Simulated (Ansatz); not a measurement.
Consider the ligand exchange at the Si–N bond: `C[N]([GeH3])[SiH2]F` + `O[SiH](F)F` → `F[SiH2]O[SiH](F)F` + `C[NH][GeH3]`.

Calculated with Ansatz (gas phase, PBE0-D4/def2-TZVP geometries, no zero-point term in ΔE). CBS: MP2 limit from def2 TZ/QZ plus the TZ coupled-cluster correction, frozen cores. Functionals use def2-TZVPP. B3LYP here is the variant with VWN-RPA as its local correlation; programs differ in this. For Ge outer-core shells are correlated without core-valence functions, which leaves a few kJ/mol of doubt a bond. Scalar relativity is left out up to krypton. Each species was taken in one conformer, which may not be the lowest.

`C[N]([GeH3])[SiH2]F`:

Cartesian coordinates in Å:
```
C -0.331 0.886 -1.207
N -0.098 0.102 0.001
Ge -0.312 -1.724 -0.192
Si 0.570 0.831 1.381
F 2.162 1.027 1.299
H -1.307 0.651 -1.646
H 0.434 0.710 -1.972
H -0.329 1.955 -0.977
H -1.754 -1.975 -0.670
H -0.044 -2.375 1.169
H 0.669 -2.248 -1.258
H 0.018 2.200 1.522
H 0.321 -0.041 2.549
```

`O[SiH](F)F`:

Cartesian coordinates in Å:
```
O -0.480 1.056 -0.525
Si 0.211 -0.322 -0.044
F -0.868 -1.342 0.508
F 1.212 -0.071 1.157
H -0.997 1.585 0.084
H 0.923 -0.906 -1.180
```

`F[SiH2]O[SiH](F)F`:

Cartesian coordinates in Å:
```
F 1.274 -0.557 -2.114
Si 0.706 -1.196 -0.773
O -0.348 -0.149 -0.112
Si -0.776 1.140 0.744
F 0.511 1.839 1.339
F -1.657 0.669 1.966
H -0.024 -2.428 -1.127
H 1.844 -1.419 0.141
H -1.531 2.100 -0.063
```

`C[NH][GeH3]`:

Z-matrix (Å, degrees):
```
C
N 1 1.450
H 1 1.100 2 114.8
H 1 1.094 2 110.2 3 121.9
H 1 1.094 2 109.5 3 -120.8
Ge 2 1.838 1 118.0 3 67.0
H 2 1.010 1 111.6 3 -66.0
H 6 1.549 2 113.3 1 -56.3
H 6 1.536 2 107.2 1 -177.3
H 6 1.537 2 107.0 1 63.0
```

(1) Is it downhill or uphill in electronic energy at CCSD(T)/CBS, and by how much? (Best estimate.)

(2) What do these levels give: BLYP-D4, PBE-QIDH, revPBE, r2SCAN, B3LYP, CCSD/def2-SVP? (Best estimate.)

Largest T1 diagnostic among the species: 0.012.

## Answers

(1) Computed: Downhill: ΔE = -0.43 eV.

(2) Ansatz gave: BLYP-D4 -0.43, PBE-QIDH -0.42, revPBE -0.43, r2SCAN -0.46, B3LYP -0.52, CCSD/def2-SVP -0.41 eV.

In def2-TZVPP, CCSD(T) changes the Hartree–Fock value by +0.25 eV (the triples alone add +0.04 eV) and MP2 by +0.28 eV. The D4 term adds +0.06 eV with B3LYP and +0.03 eV with PBE0; it sums over pairs of atoms, weighted by their polarisabilities, and B3LYP, whose exchange is more repulsive, gets the larger term. From BLYP to BHLYP (50 % exact exchange), in def2-TZVPP and without D4, ΔE moves by −0.06 eV.
